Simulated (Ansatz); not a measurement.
Ansatz results at the PBE0-D4/def2-TZVP geometry: LUMO energy (B3LYP/def2-TZVPP) -2.08 eV; HOMO energy (PBE/def2-TZVPP) -5.93 eV; HOMO–LUMO gap (ωB97M-V/def2-TZVPP) 8.70 eV.

Task: Which molecule gave them?
A. `COCCCl`
B. `FC(F)[SiH]1N=C1Cl`
C. `C[SiH](C)[AlH2]`
D. `C=C(F)CS`

Result: C. The others give `FC(F)[SiH]1N=C1Cl`: -1.59, -6.27, 10.14; `COCCCl`: 0.38, -6.15, 12.56; `C=C(F)CS`: -0.43, -5.79, 11.23.

B3LYP here is the variant with VWN-RPA as its local correlation; programs differ in this.
